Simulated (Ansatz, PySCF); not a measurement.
Input for Ansatz (an electronic-structure program):
Ansatz 0.2 input:
```yaml
crystal:
  periodic: [false, false, false]
  atoms:
    - {symbol: Si, position_ang: [-0.27091864, -0.35672587, 0.33708443]}
    - {symbol: H, position_ang: [-1.03666430, -1.36504615, -0.39612972]}
    - {symbol: F, position_ang: [0.53661392, 0.70657870, -0.48033915]}
basis:
  gaussian:
    orbitals: def2-SVP
hamiltonian:
  xc: hf
total_charge: 1
magnetization: {spin_polarized: true, initial_magnetization: 1}
accuracy: high
```

### Question
Write the same job for PySCF.

### Answer
Several could match; the one computed here: 
```python
from pyscf import gto, scf

mol = gto.M(
    atom='''
Si   -0.270919   -0.356726    0.337084
H    -1.036664   -1.365046   -0.396130
F     0.536614    0.706579   -0.480339
''',
    basis='def2-svp',
    charge=1,
    spin=1,
    verbose=4,
)

mf = scf.UHF(mol)
mf.kernel()
```

Both were run: Ansatz gave -388.459412 Eh and PySCF -388.459412 Eh, 0.000 mEh apart.
